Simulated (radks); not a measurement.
Results of a calculation; reference values are marked as such.
Spherical quantum dot in the effective-mass picture: electrons in a parabolic well V = omega^2 r^2 / 2 with omega = 4.74, all in effective atomic units (hartree* = m*/eps^2 hartree, bohr* = eps/m* bohr), one dielectric constant everywhere. Level of theory: non-relativistic Kohn-Sham, PBEsol, spin-polarised, spherical densities (a radial shooting solver with Libxc functionals). Levels are named by radial order and angular momentum (1s, 1p, 1d, 2s, ...), and open shells are averaged over m. Each electron was tried in the lowest free levels, single moves between levels near the top were tried too, and the lowest total energy was kept; such a search can miss a lower state. At N = 1 the Hartree and exchange-correlation terms need not cancel, so that row can carry a self-interaction error.

\begin{tabular}{lrrrrrr}
N & open shells & 2S & mu = E(N) - E(N-1) (hartree*) & addition energy mu(N+1) - mu(N) (hartree*) & e(HOMO) (hartree*) & rms radius (bohr*) \\ \hline
1 & 1s(up 1, down 0) & 1 & 7.1621 & 1.657 & 7.7850 & 0.5638 \\
2 & none & 0 & 8.8189 & 5.564 & 9.4272 & 0.5806 \\
3 & 1p(up 1, down 0) & 1 & 14.383 & 1.069 & 14.909 & 0.6481 \\
4 & 1p(up 2, down 0) & 2 & 15.453 & 1.099 & 16.000 & 0.6840 \\
5 & 1p(up 3, down 0) & 3 & 16.552 & 1.441 & 17.104 & 0.7083 \\
6 & 1p(up 3, down 1) & 2 & 17.993 & 1.017 & 18.493 & 0.7281 \\
7 & 1p(up 3, down 2) & 1 & 19.010 & 1.043 & 19.529 & 0.7443 \\
8 & none & 0 & 20.053 & 4.920 & 20.577 & 0.7583 \\
9 & 1d(up 1, down 0) & 1 & 24.973 & 0.9040 & 25.424 & 0.7844 \\
10 & 1d(up 2, down 0) & 2 & 25.877 & 0.9078 & 26.331 & 0.8060 \\
11 & 1d(up 3, down 0) & 3 & 26.785 & 0.9076 & 27.239 & 0.8245 \\
12 & 1d(up 4, down 0) & 4 & 27.692 & 0.9051 & 28.145 & 0.8407 \\
13 & 1d(up 5, down 0) & 5 & 28.597 & 1.176 & 29.049 & 0.8551 \\
14 & 1d(up 5, down 1) & 4 & 29.773 & 0.8621 & 30.203 & 0.8686 \\
15 & 1d(up 5, down 2) & 3 & 30.635 & 0.8659 & 31.068 & 0.8809 \\
16 & 1d(up 5, down 3) & 2 & 31.501 & 0.8662 & 31.934 & 0.8923 \\
17 & 1d(up 5, down 4) & 1 & 32.367 & 0.8645 & 32.800 & 0.9029 \\
18 & none & 0 & 33.232 & 1.154 & 33.663 & 0.9130 \\
19 & 2s(up 1, down 0) & 1 & 34.386 & 0.9864 & 34.829 & 0.9227 \\
20 & none & 0 & 35.373 & 3.917 & 35.809 & 0.9321 \\
21 & 1f(up 1, down 0) & 1 & 39.290 & 0.7750 & 39.677 & 0.9452 \\
22 & 1f(up 2, down 0) & 2 & 40.065 & 0.7739 & 40.452 & 0.9574 \\
23 & 1f(up 3, down 0) & 3 & 40.839 & 0.7721 & 41.225 & 0.9688 \\
24 & 1f(up 4, down 0) & 4 & 41.611 & 0.7699 & 41.996 & 0.9796 \\
25 & 1f(up 5, down 0) & 5 & 42.381 & 0.7675 & 42.765 & 0.9899 \\
26 & 1f(up 6, down 0) & 6 & 43.148 & 0.7648 & 43.531 & 0.9996 \\
27 & 1f(up 7, down 0) & 7 & 43.913 & 0.9771 & 44.294 & 1.009 \\
28 & 1f(up 7, down 1) & 6 & 44.890 & 0.7439 & 45.262 & 1.018 \\
29 & 1f(up 7, down 2) & 5 & 45.634 & 0.7431 & 46.006 & 1.027 \\
30 & 1f(up 7, down 3) & 4 & 46.377 & 0.7418 & 46.748 & 1.035 \\
31 & 1f(up 7, down 4) & 3 & 47.119 & 0.7400 & 47.489 & 1.043 \\
32 & 1f(up 7, down 5) & 2 & 47.859 & 0.7379 & 48.228 & 1.051 \\
33 & 1f(up 7, down 6) & 1 & 48.597 & 0.7357 & 48.965 & 1.058 \\
34 & none & 0 & 49.332 & 1.186 & 49.700 & 1.065 \\
35 & 2p(up 1, down 0) & 1 & 50.518 & 0.7449 & 50.891 & 1.073 \\
36 & 2p(up 2, down 0) & 2 & 51.263 & 0.7446 & 51.636 & 1.080 \\
37 & 2p(up 3, down 0) & 3 & 52.008 & 0.8571 & 52.380 & 1.086 \\
38 & 2p(up 3, down 1) & 2 & 52.865 & 0.7326 & 53.231 & 1.093 \\
39 & 2p(up 3, down 2) & 1 & 53.598 & 0.7324 & 53.964 & 1.100 \\
40 & none & 0 & 54.330 & 3.173 & 54.696 & 1.106 \\
41 & 1g(up 1, down 0) & 1 & 57.503 & - & 57.839 & 1.114 \\
\end{tabular}

All shells are closed at N = 2, 8, 18, 20, 34, 40 (there: 1s2 1p6 1d10 2s2 1f14 2p6); the second difference of the energy has clear peaks (12 % above both neighbours; the first and last values, which can be the largest, are not judged, and half-filled shells can peak too) at N = 2, 5, 8, 13, 18, 20, 27, 34, 37.
